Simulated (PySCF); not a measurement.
C3H8O2Si, SMILES C1O[C@@H]([Si@H]1O)C. The structure is a stationary point at PBE-D3(BJ)/def2-SVP. The structure was generated by enumeration; whether it is a known compound was not checked. The values are those of a single conformer.

Problem. Give the equilibrium geometry at PBE-D3(BJ)/def2-SVP (PySCF confirms it by a frequency run) as Cartesian coordinates in Å. (Estimate from the structure and the level; the computed values follow.)

Solution. This is not unique; one that fits is 
```xyz
14

C      2.1679     0.6559     0.6003
C      1.0006     0.2662    -0.2828
O      0.9317    -1.1861    -0.4557
C     -0.4820    -1.4401    -0.6689
Si    -0.8040     0.1400     0.3524
O     -2.0376     1.2518     0.0830
H      2.2206     1.7589     0.7020
H      2.0748     0.2146     1.6131
H      3.1279     0.3084     0.1638
H      1.0893     0.7637    -1.2824
H     -0.7582    -1.3963    -1.7515
H     -0.7559    -2.4414    -0.2774
H     -0.8589    -0.1187     1.8288
H     -2.1559     1.5334    -0.8409
```
Charge 0, spin multiplicity 1.
